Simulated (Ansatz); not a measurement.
Ansatz (a quantum-chemistry and plane-wave program) input for C3H8As, SMILES C[C](C)[AsH2], multiplicity 2, PBE0/def2-SVPD. The structure is a stationary point at B3LYP-D3(BJ)/def2-SVP. The isomer is the one that the SMILES or the coordinates give; other isomers of the formula were not compared.

Ansatz 0.2 input:
```yaml
crystal:
  periodic: [false, false, false]
  atoms:
    - {symbol: C, position_ang: [-1.65304810, 0.00990215, 1.28425570]}
    - {symbol: C, position_ang: [-0.90215361, -0.14494905, -0.00000000]}
    - {symbol: C, position_ang: [-1.65304810, 0.00990215, -1.28425570]}
    - {symbol: As, position_ang: [1.02628618, 0.06957293, 0.00000000]}
    - {symbol: H, position_ang: [-1.98771481, 1.05629401, 1.44833489]}
    - {symbol: H, position_ang: [-2.57083726, -0.60690569, 1.27633207]}
    - {symbol: H, position_ang: [-1.05889894, -0.28131543, 2.16479837]}
    - {symbol: H, position_ang: [-2.57083726, -0.60690569, -1.27633206]}
    - {symbol: H, position_ang: [-1.98771482, 1.05629401, -1.44833489]}
    - {symbol: H, position_ang: [-1.05889894, -0.28131543, -2.16479836]}
    - {symbol: H, position_ang: [1.30847844, -0.94059202, -1.11798002]}
    - {symbol: H, position_ang: [1.30847844, -0.94059203, 1.11798001]}
basis:
  gaussian:
    orbitals: def2-SVPD
hamiltonian:
  xc: {name: PBE0}
magnetization: {spin_polarized: true, initial_magnetization: 1}
```

Program output:

```
WARN ansatz: RAYON_NUM_THREADS=1 ignored (pool sized by the plan → 1); use --threads N
Functional definition: PBE0
integrals: 0.10 GiB planned
1449 factors; their error is unknown
mean field: 1.13 GiB planned
mean field evaluation 1: about -64052.1367 eV, gradient 3.9e1 eV
mean field evaluation 2: about -64040.5430 eV, gradient 5.8e1 eV
mean field evaluation 4: about -64059.9545 eV, gradient 4.0e0 eV
mean field evaluation 8: about -64060.0440 eV, gradient 9.5e-2 eV
mean field evaluation 16: about -64060.2634 eV, gradient 1.0e-4 eV
mean field -64060.26338295 eV, -2354.1712577172 hartree, gradient 4.1e-5 eV, S^2 0.756379; 0 other end points of the search recorded, 0 dependent functions left out
reference -64060.26341776 eV, -2354.1712589966 hartree; 30, 29 occupied and 132, 133 virtual orbitals, 1449 factors
Total energy: -64060.26341776 eV, -2354.1712589966 hartree
```

The calculation finished and met its thresholds.

Cost: around 12 core-seconds (rough).
